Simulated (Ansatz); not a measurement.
Gas-phase electronic energies from Ansatz, PBE0-D4/def2-TZVP geometries. CBS: MP2 limit from def2 TZ/QZ plus the TZ coupled-cluster correction, frozen cores. This one scheme is used for every species. Functionals use def2-TZVPP. B3LYP here is the variant with VWN-RPA as its local correlation; programs differ in this. For As outer-core shells are correlated without core-valence functions, which leaves a few kJ/mol of doubt a bond. Scalar relativity is left out up to krypton. One conformer a species, not always the lowest.

Reaction (formal exchange of groups at the As–N bond): `C[AsH]N[SiH3]` + `CC` → `CC[AsH]C` + `N[SiH3]`

(1) Is it downhill or uphill in electronic energy at CCSD(T)/CBS, and by how much? (An estimate is asked.)

(2) What do these levels give: BLYP-D4, r2SCAN-D4, B3LYP-D4, PBE, r2SCAN, BHLYP, RPA@PBE/def2-TZVPP, HF/def2-SVP, CCSD(T)/def2-SVP, HF/def2-TZVPP, HF/def2-QZVPP, SCS-MP2/def2-QZVPP? (An estimate is asked.)

Largest T1 diagnostic among the species: 0.011.

Results:

(1) Ansatz gave: Uphill: ΔE = +10.5 kJ/mol.

(2) Computed: BLYP-D4 17.8, r2SCAN-D4 12.1, B3LYP-D4 16.9, PBE 10.2, r2SCAN 11.6, BHLYP 14.7, RPA@PBE/def2-TZVPP 12.5, HF/def2-SVP 18.8, CCSD(T)/def2-SVP 16.6, HF/def2-TZVPP 17.2, HF/def2-QZVPP 18.0, SCS-MP2/def2-QZVPP 12.5 kJ/mol.

The D4 term adds +3.3 kJ/mol with B3LYP and +1.9 kJ/mol with PBE0; it sums over pairs of atoms, weighted by their polarisabilities, and B3LYP, whose exchange is more repulsive, gets the larger term. Leaving LDA and LC-ωPBE aside and taking each functional with its dispersion term where it has one, the values, not all of them listed here, spread over 7.6 kJ/mol, from PBE-QIDH to BHLYP-D4.
